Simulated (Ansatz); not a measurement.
`C[O][GeH2][Cl]` → `C[O][Ge][Cl]` + H₂ at 400 K and 1 bar (germylene formation by 1,1-elimination).

Isolated molecules relaxed with PBE0-D4/def2-TZVP in Ansatz; ΔE leaves out vibrations. CBS: MP2 limit from def2 TZ/QZ plus the TZ coupled-cluster correction, frozen cores. This one scheme is used for every species. For Ge outer-core shells are correlated without core-valence functions, which leaves a few kJ/mol of doubt a bond. Scalar relativity is left out up to krypton. One conformer a species, not always the lowest.

```json
{"species": "`C[O][GeH2][Cl]`", "CCSD(T)/CBS energy (Eh)": "-2652.16457", "H − E (kJ/mol)": "184.8", "S (J/(mol·K))": "382.8"}
{"species": "`C[O][Ge][Cl]`", "CCSD(T)/CBS energy (Eh)": "-2650.97453", "H − E (kJ/mol)": "139.2", "S (J/(mol·K))": "359.7"}
{"species": "H₂", "CCSD(T)/CBS energy (Eh)": "-1.17544", "H − E (kJ/mol)": "38.0", "S (J/(mol·K))": "139.0"}
```

H − E and S are ideal-gas, rigid-rotor, harmonic terms from PBE0-D4/def2-TZVP, for one conformer and one mirror image of each species. The MP2-based limit puts H₂ 0.8 mEh under its directly extrapolated value; such offsets cancel only in part. 1 Eh = 2625.50 kJ/mol, R = 8.31446 J/(mol·K).

Q: By hand: ΔE, ΔH, ΔS and ΔG.

A: ΔE = (-2650.97453) + (-1.17544) − (-2652.16457) = 0.01460 Eh = 38.3 kJ/mol. Δ(H − E) = 139.2 + 38.0 − 184.8 = -7.6, so ΔH = 30.7 kJ/mol. ΔS = 359.7 + 139.0 − 382.8 = 115.9 J/(mol·K). ΔG = 30.7 − 400 × (115.9)/1000 = -15.7 kJ/mol.

Q: By hand: the equilibrium constant, and the temperature at which ΔG would vanish if ΔH and ΔS stayed fixed.

A: log₁₀ K = −ΔG/(RT ln 10) = 2.1. ΔG = 0 at ΔH/ΔS = 265 K.

The number of gas molecules changes by +1, which sets the sign of ΔS. A doubt of 5 kJ/mol in ΔE shifts log₁₀ K by 0.7 here. Other conformers and mirror images would add mixing entropy, several J/(mol·K) or more a flexible species. Modes under 60 cm⁻¹, often nearly free rotors, make the harmonic entropy too high. These are equilibria of isolated gas molecules and say nothing of rates. Largest T1 diagnostic: 0.015 (customary marks: 0.02 for closed shells, 0.045 for open ones).
